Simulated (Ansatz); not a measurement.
System: CH2S, net charge 0, singlet state. 
Geometry from a B3LYP-D3(BJ)/def2-TZVP (Ansatz, an electronic-structure program) optimisation:
```
C
H 1 1.0888
H 1 1.0888 2 115.51
S 1 1.6055 2 122.25 3 -180.00
```
Charge 0, spin multiplicity 1.

Property: vertical ionisation energy (to the doublet state of charge +1; each state is the SCF solution reached for its spin; the UHF <S^2> is 0.97 for the doublet (pure: 0.75); for the doublet T1 is 0.047; for the singlet the Hartree-Fock reference is unstable and T1 is 0.017), in eV. Cores are frozen in the correlated levels unless marked. UHF or UKS for open shells. No spin-orbit coupling. No relativistic terms. CBS(X,Y): correlation extrapolated as X^-3; Hartree-Fock from the larger set.

| level | program | vertical ionisation energy (eV) |
|---|---|---|
| B3LYP/def2-TZVPD | Ansatz | 9.32 |
| wB97M-V/def2-TZVPD | Ansatz | 9.32 |
| CCSD/def2-SVPD | Ansatz | 9.12 |
| CCSD/def2-TZVPPD | Ansatz | … |
| CCSD(T)/CBS(def2-TZVPPD,def2-QZVPPD) | Ansatz | … |

### Question
Some entries are withheld; supply them.

### Answer

- CCSD/def2-TZVPPD, vertical ionisation energy (eV): 9.22
- CCSD(T)/CBS(def2-TZVPPD,def2-QZVPPD), vertical ionisation energy (eV): 9.46
